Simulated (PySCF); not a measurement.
**Two-component Hartree-Fock for Sc (scandium, neutral)**

Start: [Ar] 3d1 4s2; 3d5/2 filled at m_j = +5/2. Calculated with PySCF 2.14 in x2c-SVPall-2c: generalised Hartree-Fock with the X2C-1e Hamiltonian and a Gaussian nucleus; one run each with spin-orbit coupling (SO) screened by Boettger's factors, then bare. This is a chosen level, not necessarily the ground level.

```
spinor shell  electrons  ε, screened SO (eV)  ε, bare SO (eV)  weight of nominal j (bare SO)  rms radius, bare SO (bohr)
       1s1/2          2              -4537.0          -4537.0                          1.000                      0.0845
       2s1/2          2              -523.55          -523.55                          1.000                       0.370
       2p1/2          2              -429.51          -429.85                          0.998                       0.338
       2p3/2          4              -424.91          -424.76                          0.999                       0.340
       3s1/2          2              -70.487          -70.491                          1.000                        1.15
       3p3/2          4              -43.105          -42.703                          0.864                        1.28
       3p1/2          2              -42.357          -43.174                          0.727                        1.27
       3d5/2          1               -9.183           -9.171                          1.000                        1.94
       4s1/2          2               -5.756           -5.757                          0.997                        4.23
```

```json
{"quantity": "E (hartree)", "screened SO": "-763.18367", "bare SO": "-763.18380"}
{"quantity": "M_J", "screened SO": "5/2", "bare SO": "5/2"}
{"quantity": "⟨J²⟩", "screened SO": "8.804", "bare SO": "8.804"}
{"quantity": "⟨L²⟩", "screened SO": "6.042", "bare SO": "6.042"}
{"quantity": "⟨S²⟩", "screened SO": "0.762", "bare SO": "0.762"}
```

Each row is a mean over spinors that exchange with the open shell spreads, by up to 4.074 eV (3p3/2).

Rows whose weight is well below 1 are mixtures of j = l ± 1/2: exchange outweighs spin-orbit coupling there, and the label is only the starting occupation.

⟨J²⟩ departs a little from M_J(M_J + 1) because the unrestricted spinors polarise the closed shells.
